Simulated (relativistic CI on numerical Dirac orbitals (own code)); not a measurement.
**One change at a time: Rb19+**

Base calculation: Dirac-Coulomb-Breit CI, separate exchange-only KLI orbitals for each configuration, model QED (radiative potential, 1s self-energy scaled to tabulated hydrogen-like ionisation energies), unscaled Slater integrals.

CI space (outside the closed core [Ne]): 3s2 3p6, 3s2 3p5 3d, 3s 3p6 3d, 3s2 3p5 4s, 3s2 3p5 4p, 3s2 3p5 4d, 3s 3p6 4s, 3s2 3p5 4f, 3s 3p6 4p, 3p6 3d 4p, 3s 3p6 4d, 3s 3p6 4f, 3s2 3p5 5s, 3s2 3p5 5p, 3s2 3p5 5d, 3s2 3p5 5f, 3s2 3p5 5g, 3s 3p6 5s, 3s 3p6 5p, 3s2 3p5 6s, 3s2 3p5 6p, 3s 3p6 5d, 3s2 3p5 6d, 3p6 3d2, 3p5 3d3, 3p5 3d2 4s, 3p5 3d2 4p, 3p5 3d2 4d, 3p6 3d 4s, 3p5 3d 4s2, 3p5 3d 4s 4p, 3p5 3d 4s 4d. Double excitations out of closed p, d and f shells are left out; levels of such configurations are missing from the list, as are those of other unlisted configurations, and high levels can miss mixing partners. These lack a partner that the ground configuration has and come out too high: 3s2 3p5 4f, 3s2 3p5 5s, 3s2 3p5 5p, 3s2 3p5 5d, 3s2 3p5 5f.

The lowest level and the first level of each name with at least 55 % of one term (blank where a level has no safe partner in the second run):

```tsv
Level	Base (eV)	Shift (eV)
3s2 3p6 1S_0	0.000	0.000
3s2 3p5 3d 3P°_0	91.616	-0.028
3s2 3p5 3d 3P°_1	93.297	-0.028
3s2 3p5 3d 3P°_2	96.774	-0.028
3s2 3p5 3d 3F°_4	97.692	-0.026
3s2 3p5 3d 3F°_3	97.837	-0.026
3s2 3p5 3d 3D°_3	104.930	-0.026
3s2 3p5 3d 3D°_1	109.041	-0.026
3s2 3p5 3d 1P°_1	138.428	-0.038
3s 3p6 3d 3D_1	186.785	+0.018
3s 3p6 3d 3D_2	187.568	+0.017
3s 3p6 3d 3D_3	189.104	+0.015
3s 3p6 3d 1D_2	197.531	+0.013
3p6 3d2 3F_2	380.035	+0.037
```

At this charge energies of transitions that change n are usually good to better than 1 %, and those within a shell (Δn = 0) to a few per cent.

(1) One thing was changed in a second run, which moved the levels as shown. Which?
A. one mean potential for all configurations
B. QED terms removed
C. configuration mixing switched off
D. Breit term removed

Results:

(1) A. One mean potential for all configurations. One potential for all configurations removes the relaxation of the orbitals, which moves whole configurations and changes the integrals a little.

LS names give the leading component of a level, which can be under half, so a name can repeat, a term be missing and a line seem to break the LS rules.
